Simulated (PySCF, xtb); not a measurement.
Sn(F)2(Me)2 (C2H6F2Sn), SMILES [CH3][Sn]([CH3])([F])[F].

GFN2-xTB (xtb) at its own geometry gives an orbital gap of 3.72 eV and a dipole moment of 6.38 D.

Geometry optimised at B3LYP-D3(BJ)/def2-SVP. The def2 effective core potentials stand for the cores of Sn; spin–orbit coupling is left out.

Q: What does ωB97X/def2-TZVP run with PySCF give? (Estimate from the structure and the level; the computed values follow.)

A: gap 12.34 eV (levels -10.99 and 1.36 eV), dipole 4.50 D.
